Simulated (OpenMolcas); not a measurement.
# Os5+: effect of the active space

```yaml
Program: OpenMolcas
Method: CASSCF
Basis: ANO-R3
Scalar_Hamiltonian: X2C, finite nucleus
Spin-orbit_coupling: RASSI with atomic mean-field integrals over the reference wave functions, term energies averaged over their components
```

A. 3 electrons in 5 orbitals (5d); 2S+1 = 4 even, 10 roots; 2S+1 = 2 even, 40 roots; cost of the order of 20 core-seconds
B. 3 electrons in 10 orbitals (5d 6d); 2S+1 = 4 even, 10 roots; 2S+1 = 2 even, 35 roots; cost about 40 core-seconds

Energies in cm⁻¹ above 5d³ ⁴F_3/2, the measured ground level; measured values from the list in Brasseur, Palmeri and Quinet, Atoms 13, 11 (2025).

| Level | A | B | Measured |
| --- | --- | --- | --- |
| 5d³ ⁴F_3/2 | 0.0 | 0.0 | 0.0 |
| 5d³ ⁴F_5/2 | 5906 | 5691 | 6397 |
| 5d³ ⁴F_7/2 | 11124 | 10895 | 11444 |
| 5d³ ⁴F_9/2 [67 %] | 15012 | 14772 | 14678 |
| 5d³ ⁴P_3/2 [52 %] | 17068 | 16860 |  |
| 5d³ ⁴P_1/2 | 19353 | 18975 | 16772 |
| 5d³ ²G_7/2 | 24775 | 24337 | 22920 |
| 5d³ ²H_9/2 [58 %] | 25511 | 25071 | 24028 |
| 5d³ ⁴P_5/2 | 26895 | 27431 | 24828 |
| 5d³ ²P_1/2 | 32477 | 32075 | 28860 |
| 5d³ ²H_11/2 | 34535 | 34173 | 32156 |
| 5d³ ²G_9/2 [57 %] | 38853 | 38522 | 37019 |

Deviations, from unrounded energies. A percentage is the sum of absolute deviations over the sum of measured energies, with the sign that they share, or ± where signs differ.

```csv
Against measurement,Levels,A,B
mean absolute deviation (cm-1),10,1700,1500
fine structure of the ground term (%),3,±3.5,±4.1
other terms of the ground configuration (%),7,+8.5,+7.5
```

B lies closest to measurement on these levels. The largest miss of B in the table is 5d³ ²P_1/2, by +3200 cm-1. The ranking rests on the paired levels alone, and a cruder setting can come out closer through cancelling errors.

The spin-orbit steps hold different terms of 5d³ (B lacks a ²D), which shifts levels as well.

Between A and B the level of the table that moves most is 5d³ ⁴P_5/2, by 540 cm-1 (lowest in A, highest in B).

Without dynamic correlation excited terms often stand tens of per cent too high (terms of higher spin than the ground term too low), and those without a measured partner can miss by more than the paired ones. Active for correlation alone: 6d; no level in the range computed is led by a configuration that fills it, so any true level of that kind is missing (holds for B). Measured partners are found by configuration, term and J. A level has none where our copy of the source lacks it or the pairing is in doubt (some pairs that miss far off the trend of their configuration count as doubtful), and it then counts in no deviation. Only configurations of the active space appear. Levels that lie high or do not pair safely by name in every column are left out.

A share in square brackets marks a mixed level and gives the weight of the term that names it, the lowest over the columns.
